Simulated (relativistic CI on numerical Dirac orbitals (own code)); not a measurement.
**Electric-dipole lines of Pm XLVII**

Method of calculation: Dirac-Coulomb-Breit CI, separate exchange-only KLI orbitals for each configuration, QED by a radiative potential, unscaled Slater integrals (own radial code, finite nucleus).

Configurations in the expansion (outside the closed core [Ne]): 3s2 3p3, 3s 3p4, 3s2 3p2 3d, 3p5, 3s 3p3 3d, 3p4 3d, 3s 3p2 3d2, 3s2 3p 3d 4p, 3p4 4s, 3s 3p2 3d 4s, 3p4 4p, 3s2 3p2 4s, 3s2 3p 3d2, 3s2 3d3, 3s 3p 3d3, 3s2 3d2 4s, 3p3 3d2, 3p2 3d3, 3p2 3d2 4s, 3s2 3p 3d 4s, 3s 3p 3d2 4s, 3s2 3d 4s2, 3s 3p2 3d 4p, 3s 3p 3d2 4p, 3p2 3d2 4p, 3s 3p 3d 4s 4p. Double excitations out of closed p, d and f shells are left out; levels of such configurations are missing from the list, as are those of other unlisted configurations, and high levels can miss mixing partners.

| λ vac (nm) | Lower | Upper | A (s⁻¹) | E lower (10³ cm⁻¹) | E upper (10³ cm⁻¹) |
| --- | --- | --- | --- | --- | --- |
| 3.5092 | 3s2 3p2 3d 2G_7/2 [14] | 3s2 3p 3d2 2G°_7/2 [121] | 8.11e+11 | 2569.5 | 5419.1 |
| 3.5100 | 3s2 3p2 3d 2D_3/2 [5] | 3s2 3p 3d2 4F°_3/2 [59] | 1.16e+12 | 1443.3 | 4292.3 |
| 3.5148 | 3s2 3p2 3d 2D_5/2 [6] | 3s2 3p 3d2 2P°_3/2 [69] | 1.35e+12 | 1767.0 | 4612.1 |
| 3.5200 | 3s2 3p2 3d 4D_7/2 [15] | 3s2 3p 3d2 4P°_5/2 [139] | 1.09e+12 | 2755.2 | 5596.1 |
| 3.5547 | 3s2 3p3 2P°_3/2 [1] | 3s2 3p2 3d 2P_1/2 [19] | 1.16e+12 | 0.0 | 2813.2 |
| 3.5571 | 3s2 3p3 2P°_3/2 [1] | 3s2 3p2 3d 2D_3/2 [18] | 1.56e+12 | 0.0 | 2811.3 |
| 3.5721 | 3s2 3p3 4S°_3/2 [2] | 3s2 3p2 3d 4P_1/2 [41] | 1.22e+12 | 1057.2 | 3856.6 |
| 3.5776 | 3s2 3p3 4S°_3/2 [2] | 3s2 3p2 3d 2D_3/2 [40] | 7.62e+11 | 1057.2 | 3852.4 |
| 3.5828 | 3s2 3p2 3d 2D_5/2 [6] | 3s2 3p 3d2 4D°_5/2 [66] | 1.17e+12 | 1767.0 | 4558.1 |
| 3.5969 | 3s2 3p3 4S°_3/2 [2] | 3s2 3p2 3d 2D_5/2 [38] | 3.24e+11 | 1057.2 | 3837.4 |
| 3.6172 | 3s2 3p2 3d 2D_5/2 [6] | 3s2 3p 3d2 4D°_7/2 [65] | 5.06e+11 | 1767.0 | 4531.5 |
| 3.6271 | 3s2 3p3 2P°_3/2 [1] | 3s2 3p2 3d 2D_5/2 [16] | 8.94e+11 | 0.0 | 2757.0 |
| 3.6425 | 3s2 3p3 2P°_1/2 [4] | 3s2 3p2 3d 2D_3/2 [48] | 8.49e+11 | 1232.3 | 3977.7 |
| 3.6755 | 3s 3p4 4P_5/2 [7] | 3s 3p3 3d 4D°_7/2 [82] | 4.07e+11 | 2109.8 | 4830.5 |
| 3.6874 | 3s 3p4 4P_5/2 [7] | 3s 3p3 3d 4P°_5/2 [81] | 7.00e+11 | 2109.8 | 4821.7 |
| 3.6914 | 3s2 3p3 2D°_5/2 [3] | 3s2 3p2 3d 2F_7/2 [39] | 6.63e+11 | 1135.9 | 3844.9 |
| 3.7017 | 3s2 3p3 2D°_5/2 [3] | 3s2 3p2 3d 2D_5/2 [38] | 6.24e+11 | 1135.9 | 3837.4 |
| 3.7342 | 3s2 3p2 3d 2G_9/2 [21] | 3s2 3p 3d2 4G°_9/2 [130] | 8.71e+11 | 2840.1 | 5518.1 |
| 3.7565 | 3s2 3p2 3d 2D_5/2 [16] | 3s2 3p 3d2 2G°_7/2 [121] | 6.41e+11 | 2757.0 | 5419.1 |
| 3.8162 | 3s2 3p2 3d 2D_3/2 [18] | 3s2 3p 3d2 4F°_5/2 [123] | 7.88e+11 | 2811.3 | 5431.7 |
| 3.8812 | 3s2 3p2 3d 2D_3/2 [5] | 3s2 3p 3d2 4G°_5/2 [49] | 4.51e+11 | 1443.3 | 4019.9 |
| 4.1708 | 3s2 3p2 3d 2G_7/2 [14] | 3s 3p3 3d 2F°_5/2 [90] | 6.41e+11 | 2569.5 | 4967.1 |
| 4.1983 | 3s2 3p2 3d 2G_7/2 [14] | 3s 3p3 3d 2G°_7/2 [89] | 4.08e+11 | 2569.5 | 4951.4 |
| 4.2012 | 3s2 3p3 2D°_5/2 [3] | 3s 3p4 2P_3/2 [30] | 5.69e+11 | 1135.9 | 3516.2 |
| 4.2794 | 3s2 3p2 3d 2D_3/2 [5] | 3s 3p3 3d 2F°_5/2 [36] | 2.99e+11 | 1443.3 | 3780.1 |
| 4.4752 | 3s2 3p3 2D°_5/2 [3] | 3s 3p4 2D_5/2 [27] | 3.35e+11 | 1135.9 | 3370.5 |
| 4.5160 | 3s2 3p3 4S°_3/2 [2] | 3s 3p4 4P_3/2 [26] | 3.16e+11 | 1057.2 | 3271.5 |
| 5.1018 | 3s2 3p3 2P°_3/2 [10] | 3s2 3p2 3d 2D_5/2 [56] | 4.82e+11 | 2301.2 | 4261.3 |
| 5.1281 | 3s2 3p3 4S°_3/2 [2] | 3s2 3p2 3d 2D_5/2 [23] | 3.41e+11 | 1057.2 | 3007.2 |
| 5.3785 | 3s2 3p3 2D°_5/2 [3] | 3s2 3p2 3d 2F_7/2 [22] | 2.03e+11 | 1135.9 | 2995.2 |

Terms are leading LS components. Brackets give the number of a level in order of energy, since labels repeat. The list gives strong lines, with weight on those to low levels, without lines whose two gauges differ by over a factor of 2.5, among the lowest 200 of 3317 levels, so that lines to higher ones, which can be the strongest, are missing. Levels whose partners in the same complex of configurations lie outside the list can be far off, and so can their lines. Rates are taken at the computed energies, electric ones in the length gauge.

At this charge energies of transitions that change n are usually good to better than 1 %, and those within a shell (Δn = 0) to a few per cent.

LS names give the leading component of a level, which can be under half, so a name can repeat, a term be missing and a line seem to break the LS rules.
